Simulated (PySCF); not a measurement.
Compound: Si(OEt)Cl3, C2H5Cl3OSi.
Structure used (PBE0-D3(BJ)/def2-SVP), in Å, numbered top down from 1:
```
atom  x, y, z in Å
Si1    0.885   -0.056   -1.822
O2     0.644   -0.051   -0.213
C3    -0.613    0.004    0.444
C4    -0.389    0.035    1.934
H5    -1.162    0.903    0.111
H6    -1.215   -0.876    0.155
H7    -1.352    0.084    2.465
H8     0.146   -0.867    2.264
H9     0.211    0.912    2.216
Cl10   2.888   -0.092   -2.143
Cl11   0.063    1.611   -2.678
Cl12   0.010   -1.691   -2.682
```

Computed, not measured: PySCF, TDDFT B3LYP/def2-SVPD, vertical, gas phase, core orbitals frozen in the response.

Transition dipole moments from the ground state, in atomic units and in the frame of the coordinates above (overall signs are arbitrary), for the states with f of 0.002 or more among the lowest 9:

```tsv
state	E (eV)	μx	μy	μz
S3	7.514	0.314	-0.016	-0.140
S4	7.720	-0.007	-0.438	0.007
S5	7.953	0.346	0.012	0.466
S6	8.079	0.024	0.144	-0.009
S7	8.194	0.013	0.489	-0.014
S8	8.235	0.435	-0.018	-0.093
S9	8.324	0.004	-0.192	-0.002
```

What oscillator strength does each state have?

f = (2/3) ΔE |μ|² with ΔE in hartree (27.2114 eV).

```tsv
state	|μ|² (au)	|μ| (D)	f
S3	0.118	0.87	0.022
S4	0.192	1.11	0.036
S5	0.337	1.48	0.066
S6	0.021	0.37	0.004
S7	0.240	1.24	0.048
S8	0.199	1.13	0.040
S9	0.037	0.49	0.008
```

Which bond between heavy atoms lies closest to the direction of the S5 transition dipole?

C3–C4, at 28° from it; next Si1–O2 at 45°.

What angle do the transition dipoles of S4 and S8 make?

|cos θ| = |μa·μb| / (|μa| |μb|) = 0.02, so θ ≈ 89° (taken between 0 and 90°, since the signs are arbitrary).

What peak molar absorption coefficient would the strongest computed level give as a lone Gaussian band 0.4 eV wide at half height?

ε(max) = 2.175×10⁸ f / FWHM, with the width in cm⁻¹. S5: 2.175×10⁸ × 0.0657 / 3226 ≈ 4400 L mol⁻¹ cm⁻¹.

Hardware: Arm Neoverse V2, one thread, no GPU (shared host). Cost: 36 s (grids of density and orbitals included), 0.92 GiB resident at most.

One conformer stands for the species.
